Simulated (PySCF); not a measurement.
**Stretching SeN**

Set-up: basis Se cc-pVTZ-PP with ECP10, N cc-pVTZ; scalar-relativistic core potentials; PySCF 2.14. Energies in eV from Se + N in their ground configurations at the same level. All curves are PBE0. state 1: ²Π (doublet), unpaired electrons π ↑; state 2: ⁴Π (quartet), unpaired electrons π ↑↑↑, a second solution, started from another occupation; state 3: sextet, unpaired electrons σ ↑, π ↑↑↑↑, a second solution, started from another occupation.

```
R (Å)  state 1  state 2  state 3
1.416   -1.881    2.635  11.7296
1.482   -2.892    0.993   9.3898
1.548   -3.436   -0.135   7.5871
1.598   -3.620   -0.729   6.4981
1.647   -3.662   -1.156   5.5818
1.696   -3.597   -1.452   4.8034
1.762   -3.402   -1.688   3.9357
1.845   -3.076   -1.798   3.0657
1.944   -2.642   -1.746   2.2594
2.075   -2.068   -1.495   1.4847
```

Question: Put a parabola through the three lowest points of the state 1 curve and estimate Re, k and ωe (reduced mass 11.92 u; 1 eV/Å² = 0.16022 mdyn/Å; ωe = 1302.8·√(k/μ) cm⁻¹).

Answer: Through R = 1.598, 1.647, 1.696 Å the second-order coefficient is 22.3 eV/Å², so Re ≈ 1.642 Å, k ≈ 7.14 mdyn/Å and ωe ≈ 1008 cm⁻¹. A polynomial fit of higher order to the unrounded PBE0 energies gives Re = 1.639 Å, k = 7.28 mdyn/Å, ωe = 1018 cm⁻¹; anharmonicity and rounding make the difference.

The higher-order fit for each curve: state 1: Re = 1.639 Å, ωe = 1018 cm⁻¹, De = 3.66 eV; state 2: Re = 1.862 Å, ωe = 657 cm⁻¹, minimum 1.80 eV below the ground-state fragments. State 3 gave no clean fit.

⟨S²⟩ of the unrestricted solution departs from its pure value on part of the curve, where spin states mix. Spin–orbit coupling is left out. The state is the lowest determinant that a PBE0 search found; another state may lie lower at other levels.
